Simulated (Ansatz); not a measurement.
C2H3BrOSi, SMILES `C#CO[SiH2]Br`. The species carries charge 0 and has multiplicity 1.

```xyz
8

C    -1.8607   -0.6832   -1.2306
C    -0.7221   -0.6261   -0.8612
O     0.5117   -0.5731   -0.4705
Si    0.9452    0.4760    0.7622
Br    3.1000    0.1907    1.0430
H    -2.8662   -0.7446   -1.5684
H     0.6708    1.8613    0.3337
H     0.2214    0.0989    1.9918
```

List the harmonic frequencies (cm⁻¹, unscaled) at PBE0-D4/def2-TZVP in Ansatz. (Estimate.)

The calculation gave: 38, 84, 181, 439, 454, 495, 576, 597, 622, 705, 757, 872, 957, 1175, 2269, 2287, 2297, 3499.

Is this a minimum?

Yes, all 18 modes are real.

Give the ideal-gas thermochemistry at 298.15 K and 1 bar (rigid rotor, harmonic oscillator; point group Cs, symmetry number 1).

Zero-point energy 109.5 kJ/mol; H(298) − E = 129.3 kJ/mol; entropy 353.7 J/(mol·K), of which translation 171.4, rotation 115.5, vibration 66.8; G(298) − E = 23.9 kJ/mol. Modes under 100 cm⁻¹ are hindered rotations or soft bends, so the harmonic entropy is rough.
